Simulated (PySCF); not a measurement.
A GIAO shielding run with PySCF 2.14.0 with density-fitted response routines (density fitting, scalar relativity only through the core potential, gas phase) on `F[Te](F)(F)F`, F4Te:

```
{"job": {"kind": "nmr", "xc": "PBE0", "basis": {"default": "pcSseg-1", "Te": "def2-TZVP"}}, "charge": 0, "multiplicity": 1}
Te    -0.446907    -0.382589    -0.020951
F     -0.287015    -0.275608     1.910688
F     -0.211892    -0.149070    -1.933300
F      1.416184    -0.698988     0.004064
F     -0.470370     1.506264     0.039499
```

Hardware: 1 thread of an Arm Neoverse V2, shared host. The job also computes population analyses, field gradients.

**Question.** How large is the calculation?

**Answer.** 60 electrons, 118 basis functions and 592 auxiliary functions.

**Question.** How long does it take?

**Answer.** 4.9 s of wall time, with 12 SCF cycles and 5 response iterations. Times on a shared host scatter by some tens of per cent.

**Question.** And these other runs on the same molecule and hardware: GIAO shielding at KT2/pcSseg-1 (def2-TZVP on Te)?

**Answer.** KT2/pcSseg-1 (def2-TZVP on Te): 118 functions, 7.4 s.
